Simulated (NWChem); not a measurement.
# chlorotrifluoromethane (CClF₃); SMILES FC(F)(F)Cl

All runs: NWChem. Geometry: optimised at PBE0/def2-SVP. Level: PBE0/def2-SVP with SMD (1 M gas to 1 M solution), gas-phase geometry.

**Question.** Estimate the computed values for solvent water. Quantities: solvation free energy (kcal/mol); cavity-dispersion-structure term (kcal/mol); dipole in solution (D).

**Answer.** solvation free energy (kcal/mol): 2.8
cavity-dispersion-structure term (kcal/mol): 3.3
dipole in solution (D): 0.24
